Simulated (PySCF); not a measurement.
Spectra and structures to be paired. Method: TDDFT wB97X-D/def2-SVPD, vertical, gas phase, core orbitals frozen in the response in PySCF 2.14.0, density-fitted response routines. Geometries: GFN2-xTB; one conformer of each isolated species. Triplets are in the Tamm–Dancoff approximation.

A. `N#CCCC(=O)F`
B. `C=CC(C)(C)C(=O)F`
C. `C(F)c1nocc1`
D. `C=C(C)[SiH2][C@@H](C)F`
E. `CNNCC(F)(F)F`

Lowest singlet levels (six at most, fewer where fewer were computed) with oscillator strengths:

1. 184 nm (f 0.004); 176 nm (f 0.311); 166 nm (f 0.013); 161 nm (f 0.012); 158 nm (f 0.041); 157 nm (f 0.004); T1 4.39 eV
2. 210 nm (f 0.028); 175 nm (f 0.174); 159 nm (f 0.019); 157 nm (f 0.057); 154 nm (f 0.188); 149 nm (f 0.020); T1 4.57 eV
3. 196 nm (f 0.014); 181 nm (f 0.001); 163 nm (f 0.004); 160 nm (f 0.050); 153 nm (f 0.017); 150 nm (f 0.053); T1 6.13 eV
4. 190 nm (f 0.006); 186 nm (f 0.125); 174 nm (f 0.036); 156 nm (f 0.041); 148 nm (f 0.216); 145 nm (f 0.067); T1 4.41 eV
5. 201 nm (f 0.001); 157 nm (f 0.000); 151 nm (f 0.002); 150 nm (f 0.003); 144 nm (f 0.003); 142 nm (f 0.004); T1 5.62 eV

Question: Which spectrum belongs to which structure?

Answer: 1 = D, 2 = B, 3 = E, 4 = C, 5 = A.
- A: S1 at 6.17 eV, HOMO→LUMO (76%), HOMO-1→LUMO (11%), HOMO-2→LUMO (9%); Löwdin shares by element: HOMO oxygen 50%, nitrogen 11%, fluorine 9%, carbon 8% or more (atoms not listed hold the other 23%); LUMO carbon 48% or more, oxygen 31%, fluorine 9%; HOMO -11.58 and LUMO 0.80 eV.
- B: S1 at 5.91 eV, HOMO-1→LUMO (39%), HOMO→LUMO (38%), HOMO-1→LUMO+2 (10%); Löwdin shares by element: HOMO carbon 72% or more, oxygen 10% (atoms not listed hold the other 19%); LUMO carbon 54% or more, oxygen 20% (atoms not listed hold the other 26%); HOMO -9.90 and LUMO 0.96 eV.
- C: S1 at 6.54 eV, HOMO-2→LUMO (96%); Löwdin shares by element: HOMO carbon 58% or more, nitrogen 29%; LUMO carbon 38% or more, nitrogen 22%, oxygen 18% (atoms not listed hold the other 22%); HOMO -9.86 and LUMO 1.10 eV.
- D: S1 at 6.73 eV, HOMO-1→LUMO (58%), HOMO-2→LUMO (35%); Löwdin shares by element: HOMO carbon 77% or more, silicon 5% (atoms not listed hold the other 18%); LUMO carbon 63% or more, silicon 9%, hydrogen 6% or more (atoms not listed hold the other 22%); HOMO -9.58 and LUMO 1.45 eV.
- E: S1 at 6.33 eV, HOMO→LUMO (87%); Löwdin shares by element: HOMO nitrogen 68%, carbon 9% or more, hydrogen 5% or more (atoms not listed hold the other 18%); LUMO hydrogen 32% or more, carbon 28% or more (atoms not listed hold the other 40%); HOMO -8.84 and LUMO 2.09 eV.
